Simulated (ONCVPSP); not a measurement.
## Transferability test, ONCV potential for Co (Z = 27)

Co (Z = 27), optimised norm-conserving Vanderbilt (ONCV), made with ONCVPSP 4.0.1 (PBEsol, scalar-relativistic). Core [Ne], reference 3s2 3p6 3d7 4s2. Waves: 3s+4s: rc 1.30 bohr, ncon 4, nbas 9, qcut 11.3 1/bohr, 2 projectors; 3p: rc 1.20 bohr, ncon 3, nbas 6, qcut 12.8 1/bohr, 2 projectors, debl 3.9 Ha; 3d: rc 1.45 bohr, ncon 4, nbas 8, qcut 9.4 1/bohr, 3 projectors, debl 2 Ha. Local part: polynomial inside 0.90 bohr (lpopt 4, dvloc0 0 Ha). Core correction: polynomial model core, fcfact 0.2.

Energies are relative to the spin-unpolarised reference configuration 3s2 3p6 3d7 4s2; without spin polarisation the order of configurations can differ from experiment.

```csv
valence configuration,charge,ΔE all-electron (eV),error AE − PS (meV)
3s2 3p6 3d7 4s0,+2,25.744,+6.4
3s2 3p6 3d6 4s0,+3,61.581,+21
```

**Question.** What are ΔE and the potential's error for 3s1 3p6 3d7 4s2?

**Answer.** ΔE = 110.240 eV all-electron; the error (AE − PS) is -351 meV.

**Question.** What are ΔE and the potential's error for 3s2 3p6 3d7 4s1?

**Answer.** ΔE = 9.046 eV all-electron; the error (AE − PS) is +0.8 meV.

Levels in the configuration 3s2 3p6 3d7 4s1:

| level | all-electron (eV) | pseudo (eV) |
| --- | --- | --- |
| 3s | -110.964 | -110.977 |
| 3p | -74.350 | -74.356 |
| 3d | -16.989 | -17.003 |
| 4s | -12.759 | -12.755 |
